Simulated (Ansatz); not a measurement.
C₄H₁₂O₂Si, charge +1, doublet, geometry from GFN2-xTB (a state made from the parent by changing its charge; the spin is typed, not shown lowest). Base run: SVWN5/6-31G (Ansatz, an electronic-structure program).

Ansatz was given this input:
Ansatz 0.2 input:
```yaml
crystal:
  periodic: [false, false, false]
  atoms:
    - {symbol: C, position_ang: [-2.10667497, -1.51419895, 0.64962859]}
    - {symbol: O, position_ang: [-0.81549837, -0.97713312, 0.49034047]}
    - {symbol: Si, position_ang: [-0.04194345, 0.25524023, -0.16117229]}
    - {symbol: C, position_ang: [-0.61642405, 1.99899327, 0.47151126]}
    - {symbol: C, position_ang: [-0.28253243, 0.43908459, -2.07953724]}
    - {symbol: O, position_ang: [1.52694528, 0.18215855, 0.08913908]}
    - {symbol: C, position_ang: [2.50379465, -0.61124350, 0.70112900]}
    - {symbol: H, position_ang: [-2.30306756, -1.61868477, 1.71808553]}
    - {symbol: H, position_ang: [-2.12351225, -2.50558828, 0.19335434]}
    - {symbol: H, position_ang: [-2.86773016, -0.88384581, 0.19288583]}
    - {symbol: H, position_ang: [-1.63661737, 2.18464566, 0.15744638]}
    - {symbol: H, position_ang: [0.03922654, 2.76417501, 0.07436623]}
    - {symbol: H, position_ang: [-0.55646840, 1.98693984, 1.55495352]}
    - {symbol: H, position_ang: [-0.01611849, -0.51043327, -2.53230768]}
    - {symbol: H, position_ang: [0.36610328, 1.22135935, -2.45423752]}
    - {symbol: H, position_ang: [-1.31668550, 0.67794701, -2.29720785]}
    - {symbol: H, position_ang: [3.03888171, 0.00308294, 1.42990640]}
    - {symbol: H, position_ang: [2.06498301, -1.47936606, 1.19006336]}
    - {symbol: H, position_ang: [3.21765888, -0.92961103, -0.06312253]}
basis:
  gaussian:
    orbitals: 6-31G
hamiltonian:
  xc: {name: SVWN5}
total_charge: 1
magnetization: {spin_polarized: true, initial_magnetization: 1}
```

Each row names what was changed in the base input (with any setting that the change needs).

```json
[
 {"change": "base", "ΔE vs base (mEh)": "0.000"},
 {"change": "lower_state_search = light", "ΔE vs base (mEh)": "0.000"},
 {"change": "final_grid = 14, 28, 59", "ΔE vs base (mEh)": "0.000"},
 {"change": "forces = on", "ΔE vs base (mEh)": "0.000"},
 {"change": "lower_state_search = full", "ΔE vs base (mEh)": "0.000"},
 {"change": "lower_state_search = off", "ΔE vs base (mEh)": "0.000"},
 {"change": "final_grid = 4, 8, 17", "ΔE vs base (mEh)": "-0.505"},
 {"change": "fitting.mean_field = cc-pVTZ-JKFIT", "ΔE vs base (mEh)": "-0.070"},
 {"change": "point_charge = charge:-1.0 position_ang:1.6248, -5.6552, 2.5009", "ΔE vs base (mEh)": "-80.756"},
 {"change": "accuracy = high", "ΔE vs base (mEh)": "0.018"},
 {"change": "final_grid = 10, 20, 41", "ΔE vs base (mEh)": "0.000"}
]
```
